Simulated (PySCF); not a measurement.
SMILES OC[SiH3] (CH₆OSi), singlet (B3LYP/def2-SVP optimised geometry):

```
9

O      1.664    -0.956     0.000
C      0.241    -0.956     0.000
Si    -0.473     0.814     0.000
H      1.966    -0.575    -0.835
H     -0.182    -1.550    -0.837
H     -0.076    -1.473     0.921
H      0.059     1.536    -1.197
H     -1.966     0.799    -0.070
H     -0.040     1.550     1.222
```

Level of theory: B3LYP/def2-TZVP (PySCF 2.14.0).

Problem. What are the frontier orbital energies and the dipole moment?

Solution. HOMO-2 -9.53 eV, HOMO-1 -9.09 eV, HOMO -7.32 eV, LUMO 0.14 eV, LUMO+1 0.68 eV; dipole moment 1.30 D.

Meta-Löwdin charges at B3LYP/def2-TZVP: O1 -0.53, C2 -0.21, Si3 0.49, H4 0.34, H5 0.10, H6 0.12, H7 -0.11, H8 -0.10, H9 -0.10.
